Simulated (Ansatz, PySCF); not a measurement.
Process, species as SMILES: COB(Cl)Cl [dichloro(methoxy)borane] -> CO[B]Cl + Cl atom (the B-Cl bond at the site shown breaks; other sites are not compared here)
Geometries: B3LYP-D3(BJ)/def2-TZVP minima from Ansatz (a program for electronic structure), one conformer each, not searched for the lowest. Frequencies are from Ansatz.

Property: bond dissociation energy (0 K, with B3LYP-D3(BJ) harmonic zero-point energies), in kJ/mol. Valence correlation only, unless marked. UHF or UKS for open shells. Spin-orbit coupling is left out. Non-relativistic unless marked X2C. Basis-set limits of correlation are two-point, X^-3; Hartree-Fock from the larger set. [CCSD(T)-MP2]/basis is that difference in the basis named.

```json
[
 {"level": "HF/6-31G", "program": "Ansatz", "bond dissociation energy (kJ/mol)": "315.5", "minus last row": "-190.4"},
 {"level": "HF/cc-pV(T+d)Z", "program": "Ansatz", "bond dissociation energy (kJ/mol)": "373.3", "minus last row": "-132.6"},
 {"level": "HF/def2-TZVPD", "program": "PySCF", "bond dissociation energy (kJ/mol)": "372.7", "minus last row": "-133.2"},
 {"level": "r2SCAN-D3(BJ)/def2-TZVPD", "program": "Ansatz + dftd3", "bond dissociation energy (kJ/mol)": "489.7", "minus last row": "-16.2"},
 {"level": "r2SCAN0/def2-TZVPD", "program": "Ansatz", "bond dissociation energy (kJ/mol)": "482.7", "minus last row": "-23.2"},
 {"level": "X2C-CCSD(T)/cc-pVTZ-DK", "program": "Ansatz", "bond dissociation energy (kJ/mol)": "488.6", "minus last row": "-17.3"},
 {"level": "RI-MP2/CBS(cc-pV(T+d)Z,cc-pV(Q+d)Z)+[CCSD(T)-MP2]/cc-pV(T+d)Z", "program": "Ansatz", "bond dissociation energy (kJ/mol)": "505.9", "minus last row": "0.0"}
]
```
